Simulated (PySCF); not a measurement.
C2H4F2Si2, SMILES [Si@H](F)(C#C)[SiH2]F.

Geometry optimised at B3LYP-D3(BJ)/def2-SVP. The structure was generated by enumeration; whether it is a known compound was not checked. One conformer was computed; it need not be the lowest.

Two levels are set side by side: PBE/def2-TZVP (PySCF) and ωB97X/def2-TZVP (PySCF). Same geometry, gas phase. Differences are taken from unrounded values.

```
quantity                      ωB97X
---------------------------  ------
orbital gap (eV)              11.20
highest occupied level (eV)  -10.46
lowest empty level (eV)        0.74
dipole moment (D)              2.18
mean polarisability (bohr³)    70.5
```

Question: What does PBE give, and how far is it from ωB97X? (An estimate is asked for; the answer gives what the named calculation found.)

Answer: 
```csv
quantity,PBE,PBE minus ωB97X
orbital gap (eV),4.72,-6.48
highest occupied level (eV),-6.97,3.49
lowest empty level (eV),-2.25,-2.99
dipole moment (D),1.99,-0.19
mean polarisability (bohr³),75.1,4.6
```

Without exact exchange PBE keeps part of each electron's self-repulsion, which lifts occupied levels and narrows the gap. Loosely held outer electrons make PBE densities more polarisable. Differences between two approximate levels are no errors against the true value.

Rough cost on one machine, each run with all the roots and properties that it gave: ωB97X against PBE within a factor of 2.
